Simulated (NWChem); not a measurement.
System: selenium hexafluoride (SeF6); SMILES F[Se](F)(F)(F)(F)F

NWChem printed, in part:

```
             Northwest Computational Chemistry Package (NWChem) 7.3.0
             --------------------------------------------------------

 CI  symmetry detected

                             Geometry "geometry" -> ""
                             -------------------------

 Output coordinates in angstroms (scale by  1.889725989 to convert to a.u.)

  No.       Tag          Charge          X              Y              Z
 ---- ---------------- ---------- -------------- -------------- --------------
    1 F                    9.0000     0.56840902    -1.53363458     0.47709290
    2 Se                  34.0000     0.00000000     0.00000000     0.00000000
    3 F                    9.0000     0.10824414     0.54152104     1.61175090
    4 F                    9.0000    -1.60247432    -0.50741234     0.27809899
    5 F                    9.0000    -0.10824414    -0.54152104    -1.61175090
    6 F                    9.0000     1.60247432     0.50741234    -0.27809899
    7 F                    9.0000    -0.56840902     1.53363458    -0.47709290

 Effective nuclear repulsion energy (a.u.)     821.4712050487

      Symmetry information
      --------------------

 Group name             Ci
 Group number              3
 Group order               2
 No. of unique centers     4

                                 NWChem DFT Module
                                 -----------------

 Summary of "ao basis" -> "ao basis" (spherical)
 ------------------------------------------------------------------------------
       Tag                 Description            Shells   Functions and Types
 ---------------- ------------------------------  ------  ---------------------
 F                           sto-3g                  3        5   2s1p
 Se                          sto-3g                  8       18   4s3p1d

      Symmetry analysis of basis
      --------------------------

        ag         24
        au         24

            General Information
            -------------------
          SCF calculation type: DFT
          Wavefunction type:  closed shell.
          No. of atoms     :     7
          No. of electrons :    88
           Alpha electrons :    44
            Beta electrons :    44
          Charge           :     0
          Spin multiplicity:     1
          Use of symmetry is: on ; symmetry adaption is: on
          Maximum number of iterations: 150
          AO basis - number of functions:    48
                     number of shells:    26
          Convergence on energy requested:  1.00D-06
          Convergence on density requested:  1.00D-05
          Convergence on gradient requested:  5.00D-04

              XC Information
              --------------
                         B3LYP Method XC Potential
                     Hartree-Fock (Exact) Exchange  0.200
                        Slater Exchange Functional  0.800 local
                    Becke 1988 Exchange Functional  0.720 non-local
              Lee-Yang-Parr Correlation Functional  0.810
                  VWN I RPA Correlation Functional  0.190 local

             Grid Information
             ----------------
          Grid used for XC integration:  medium
          Radial quadrature: Mura-Knowles
          Angular quadrature: Lebedev.
          Tag              B.-S. Rad. Rad. Pts. Rad. Cut. Ang. Pts.
          ---              ---------- --------- --------- ---------
          F                   0.50       49           7.0       434
          Se                  1.15      112           5.0       590
          Grid pruning is: on
          Number of quadrature shells:   259
          Spatial weights used:  Erf1

      Superposition of Atomic Density Guess
      -------------------------------------

 Sum of atomic energies:       -2961.51956360

      Non-variational initial energy
      ------------------------------

 Total energy =   -2961.621983
 1-e energy   =   -5800.560496
 2-e energy   =    2017.467308
 HOMO         =      -0.370929
 LUMO         =       0.256436

      Symmetry analysis of molecular orbitals - initial
      -------------------------------------------------

  Numbering of irreducible representations:

     1 ag          2 au

  Orbital symmetries:

     1 ag          2 ag          3 au          4 au          5 au
     6 ag          7 au          8 au          9 au         10 ag
    11 ag         12 ag         13 au         14 au         15 au
    16 ag         17 ag         18 ag         19 ag         20 ag
    21 ag         22 au         23 au         24 au         25 ag
    26 ag         27 ag         28 au         29 au         30 au
    31 ag         32 ag         33 ag         34 ag         35 ag
    36 au         37 au         38 au         39 au         40 au
    41 au         42 ag         43 ag         44 ag         45 ag
    46 au         47 au         48 au

     ---------------------------------------------
      Total Density - Mulliken Population Analysis
     ---------------------------------------------

[...]

                         DFT ENERGY GRADIENTS

    atom               coordinates                        gradient
                 x          y          z           x          y          z
   1 F       1.074137  -2.898149   0.901575   -0.023032   0.062160  -0.019334
   2 Se      0.000000   0.000000   0.000000    0.000000   0.000000   0.000000
   3 F       0.204552   1.023326   3.045768   -0.004386  -0.021945  -0.065323
   4 F      -3.028237  -0.958870   0.525531    0.064945   0.020559  -0.011266
   5 F      -0.204552  -1.023326  -3.045768    0.004386   0.021945   0.065323
   6 F       3.028237   0.958870  -0.525531   -0.064945  -0.020559   0.011266
   7 F      -1.074137   2.898149  -0.901575    0.023032  -0.062160   0.019334
```

Level: B3LYP/STO-3G. Coordinates come from a PBE0/def2-SVP optimisation.

### Question
Reconstruct the input file.

### Answer
This is not unique; one that fits is the input that was run:
```
start job
memory heap 200 mb stack 900 mb global 1100 mb
geometry units angstroms noautoz
  F     -0.967175    -0.985664     0.997888
  Se     0.000000     0.000000     0.000000
  F      0.233699     1.081941     1.295180
  F     -1.383003     0.872122    -0.478995
  F     -0.233699    -1.081941    -1.295180
  F      1.383003    -0.872122     0.478995
  F      0.967175     0.985664    -0.997888
end
basis spherical
  * library sto-3g
end
dft
  xc b3lyp
  iterations 150
  mulliken
end
task dft gradient
```
